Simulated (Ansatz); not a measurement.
Computed with Ansatz on PBE0-D4/def2-TZVP structures; ΔE is electronic, products minus reactants. CCSD(T)/CBS is the MP2 limit (def2-TZVPP, def2-QZVPP) plus CCSD(T) − MP2 in def2-TZVPP, frozen cores. This one scheme is used for every species, atoms too. Functionals use def2-TZVPP. No spin–orbit coupling; open shells (•) take unrestricted orbitals. Spin–orbit coupling would lower the free atoms: a little for B, C, S. Each species was taken in one conformer, which may not be the lowest.

Reaction (atomization): `CB(N)S` → B• + C• + 6 H• + N• + S•

| species | BLYP-D4 energy (Eh) |
| --- | --- |
| `CB(N)S` | -519.61208 |
| B• | -24.65148 |
| C• | -37.84656 |
| H• | -0.49755 |
| N• | -54.58940 |
| S• | -398.11619 |

(1) Work out ΔE.

Largest T1 diagnostic among the species: 0.014.

## Answers

(1) ΔE = 6 × (-0.49755) + (-24.65148) + (-37.84656) + (-54.58940) + (-398.11619) − (-519.61208) = 1.42315 Eh = +3736.5 kJ/mol. CCSD(T)/CBS gives +3723.1 kJ/mol.

In def2-TZVPP, CCSD(T) changes the Hartree–Fock value by +875.6 kJ/mol (the triples alone add +50.4 kJ/mol) and MP2 by +920.9 kJ/mol; breaking electron pairs costs correlation energy, which Hartree–Fock lacks. The D4 term adds +28.8 kJ/mol with B3LYP and +15.0 kJ/mol with PBE0; it sums over pairs of atoms, weighted by their polarisabilities, and B3LYP, whose exchange is more repulsive, gets the larger term.

B3LYP here is the variant with VWN-RPA as its local correlation; programs differ in this.

For atomizations the MP2-based limit and the directly extrapolated one differ by several kJ/mol either way, and by 10 to 25 for some Ge, Se and Sn compounds, so smaller differences from it don't rank the levels.
